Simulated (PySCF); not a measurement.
How the method moves the HOMO and LUMO of `[SiH3]O[SiH2][SiH2]S`

Compound: H₈OSSi₃.
Z-matrix (Å and degrees, PBE0-D3(BJ)/def2-SVP geometry), rows numbered from 1:
```
Si
O   1  1.6588
Si  2  1.6627  1  145.31
Si  3  2.3384  2  110.87  1  -164.37
S   4  2.1605  3  105.64  2  -175.50
H   1  1.4894  2  108.34  3   166.04
H   1  1.4939  2  110.23  3   -74.11
H   1  1.4949  2  110.21  3    46.16
H   3  1.4965  2  110.52  1   -43.11
H   3  1.4987  2  110.23  1    76.04
H   4  1.4960  3  112.54  2   -52.56
H   4  1.4925  3  112.66  2    71.04
H   5  1.3520  4   94.83  3    57.91
```

Basis pcSseg-1 throughout (PySCF), one geometry. The structure is a single PBE0-D3(BJ)/def2-SVP conformer in the gas phase; no vibrational or solvent corrections.

How do the orbital energies, the gap and the dipole change with the method?

```
   method                    kind  HOMO (eV)  LUMO (eV)  gap (eV)  μ (D)  SCF cycles
     BLYP                     GGA      -5.96      -1.43      4.53   1.38          14
    B97-D                     GGA      -6.11      -1.45      4.66   1.45          15
      PBE                     GGA      -6.14      -1.64      4.50   1.43          15
     OPBE                     GGA      -6.15      -1.46      4.68   1.50          14
      KT3                     GGA      -6.21      -1.62      4.59   1.39          15
      KT2                     GGA      -6.22      -1.80      4.42   1.40          15
      LDA                     LDA      -6.23      -1.90      4.33   1.49          14
     BP86                     GGA      -6.25      -1.70      4.55   1.46          15
    B3LYP           global hybrid      -7.07      -0.94      6.13   1.51          13
    B97-2           global hybrid      -7.09      -0.78      6.31   1.58          12
     PBE0           global hybrid      -7.32      -0.81      6.51   1.59          12
 mPW1PW91           global hybrid      -7.34      -0.78      6.56   1.60          12
BHandHLYP           global hybrid      -8.35       0.15      8.50   1.65          11
CAM-B3LYP  range-separated hybrid      -8.57       0.28      8.85   1.62          11
  wB97X-D  range-separated hybrid      -9.15       0.93     10.08   1.70          12
  LC-wPBE  range-separated hybrid      -9.93       1.37     11.30   1.77          12
       HF            Hartree–Fock     -10.01       2.46     12.47   1.82          10
```

The HOMO spans 4.05 eV, from BLYP down to HF, and the gap runs from 4.33 eV (LDA) to 12.47 eV (HF). Over the methods BLYP (0 %), B97-D (0 %), PBE (0 %), OPBE (0 %), KT3 (0 %), KT2 (0 %), LDA (0 %), BP86 (0 %), B3LYP (20 %), B97-2 (21 %), PBE0 (25 %), mPW1PW91 (25 %), BHandHLYP (50 %), HF (100 %), a straight line through the gap against the share of exact exchange rises by 0.79 eV for each 10 % (correlation coefficient 0.999). The dipole ranges from 1.38 D (BLYP) to 1.82 D (HF). This basis has no diffuse functions.
